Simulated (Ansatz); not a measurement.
A structure relaxed at PBE0-D4/def2-TZVP, charge 0, multiplicity 1:

```
atom   x (Å)   y (Å)   z (Å)
  N1  -0.092  -1.509  -0.342
  B2   0.130  -0.195   0.013
  O3   0.923   0.524   0.851
  C4  -0.028   1.301   0.087
  F5  -0.991   1.867   0.860
  H6   0.409  -2.274   0.075
  H7  -0.788  -1.779  -1.012
  H8   0.437   2.065  -0.531
```

Task: Give its formula and SMILES.

Result: CH3BFNO, `NB1OC1F`.

Task: Summarise the bond lengths by kind.

Result: 1 × B–N 1.379 Å; 2 × H–N 1.003 to 1.006 Å; 1 × B–O 1.360 Å; 1 × B–C 1.506 Å; 1 × C–O 1.446 Å; 1 × C–F 1.359 Å; 1 × C–H 1.087 Å.

Program: Ansatz 0.2.0.
